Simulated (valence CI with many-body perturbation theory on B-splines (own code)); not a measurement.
Results of a calculation; reference values are marked as such.
# As¹⁰⁺: what the settings do

Method: configuration interaction combined with many-body perturbation theory (CI+MBPT): five valence electrons over a frozen Dirac-Fock core [Ar], a basis of 6 s, 6 p, 5 d, 5 f, 1 g functions for each j, with the one-electron correlation potential Σ1 (screened to all orders), the two-electron term Σ2, the three-electron term Σ3, Breit, model QED; selected single and double excitations, second order for the rest, scaled by the run's own slope (own B-spline code, finite nucleus).

No measured levels were compared; by estimate terms of the open shell hold to 2 to 4 % of their energy, and close levels can change places. Among the levels kept, up to 370 cm⁻¹ of a level comes from second order outside the variational space, and about a tenth of that is noise between levels of different J, which matters for small intervals. Only levels of the ground parity were solved; by the run's estimate the other parity begins above the list, which can be wrong where configurations are misplaced.

The reference run has the lowest level 3d⁵ ⁶S_5/2 and an ionisation energy of 294.856 eV. Its largest variational space holds 9992 state functions.

Names give the largest LS component (configuration and term), which can be under half, so a name can repeat, a term be missing and a line seem to break the LS rules; names also repeat where a configuration has a term twice.

Changed runs:
A. scale of Σ2 1 → 0.5
B. scale of Σ2 1 → 0.5; shift of the energy in Σ1 (hartree) 0 → -1.875
C. size limit of the variational space 10000 → 6000
D. factor on the speed of light 1 → 0.9 (bad on purpose)

Excitation energies of the reference run in cm⁻¹, and shifts in cm⁻¹:

```csv
Level,Reference,A,B,C,D
3d⁵ ⁴G_5/2,62369,+1003,+939,-2.0,-471
3d⁵ ⁴G_11/2,62608,+923,+871,-5.6,-213
3d⁵ ⁴G_7/2,62819,+974,+918,-0.9,-146
3d⁵ ⁴G_9/2,62995,+961,+910,-5.7,+5.4
3d⁵ ⁴P_5/2,68227,+943,+852,+3.6,-1048
3d⁵ ⁴P_3/2,69441,+871,+790,-3.1,-671
3d⁵ ⁴P_1/2,70763,+702,+632,+55,-190
3d⁵ ⁴D_7/2,75951,+1733,+1665,-1.1,-103
3d⁵ ⁴D_1/2,77707,+1586,+1533,+65,+622
3d⁵ ⁴D_5/2,78547,+1392,+1342,-0.2,+685
3d⁵ ⁴D_3/2,78681,+1389,+1342,-4.4,+879
3d⁵ ²I_11/2,90384,+938,+854,-7.5,-548
Ionisation energy (eV),294.856,-3.205,-3.707,-0.0005,-0.444
```
